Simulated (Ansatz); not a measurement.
Consider the ligand exchange at a B–N bond: `NB[SiH2]Cl` + HBr → `Cl[SiH2]BBr` + NH₃.

Isolated molecules relaxed with PBE0-D4/def2-TZVP in Ansatz; ΔE leaves out vibrations. CBS: MP2 limit from def2 TZ/QZ plus the TZ coupled-cluster correction, frozen cores. This one scheme is used for every species. Functionals use def2-TZVPP. HSE06 is defined as in plane-wave codes. For Br outer-core shells are correlated without core-valence functions, which leaves a few kJ/mol of doubt a bond. Scalar relativity is left out up to krypton. One conformer a species, not always the lowest.

```
    level  ΔE (eV)
revPBE-D4     0.62
   B97M-V     0.62
 HSE06-D4     0.63
   revPBE     0.60
```

Question: What does CCSD(T)/CBS give? (An estimate is asked.)

Answer: Ansatz gave: +0.56 eV. The listed levels differ from it by 0.06, 0.06, 0.07, 0.04 eV.

Question: What do rigid-rotor, harmonic-oscillator terms from PBE0-D4/def2-TZVP frequencies (298.15 K, 1 bar) make of the CCSD(T)/CBS value? (Best estimate.)

Answer: The calculation gave: ΔZPE = +0.02 eV, ΔH = +0.60 eV, ΔS = 15 J/(mol·K), ΔG = +0.55 eV. Modes under 50 cm⁻¹ make the entropy rough.

Largest T1 diagnostic among the species: 0.012.

Leaving LDA and LC-ωPBE aside and taking each functional with its dispersion term where it has one, the values, not all of them listed here, spread over 0.13 eV, from PBE-QIDH to CAM-B3LYP-D4. LDA lies +0.13 eV from PBE without D4. At CCSD(T), def2-SVP lies +0.25 eV from the extrapolated value and def2-TZVPP +0.04 eV.
